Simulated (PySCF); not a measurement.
## Electron correlation in Si (silicon, neutral)

[Ne] 3s1 3p3, high-spin 5S determinant (an excited configuration). Calculation: PySCF 2.14, in aug-cc-pVDZ-DK (5s4p2d, 27 functions); the spin-free X2C one-electron Hamiltonian (Gaussian nucleus). Frozen: [Ne]; 4 electrons correlated.

| level | correlation energy (mhartree) |
| --- | --- |
| CCSD | -24.71 |
| (T) | -0.15 |
| CCSD(T) | -24.86 |
| CCSDT | -24.93 |
| FCI | -24.93 |

Diagnostics: T1 = 0.0026, D1 = 0.0046, largest double amplitude 0.046, weight of the Hartree-Fock determinant in FCI 0.9758 (7315 determinants).

Cost of the coupled-cluster step: of the order of 0.11 core-seconds, for 4 correlated electrons.
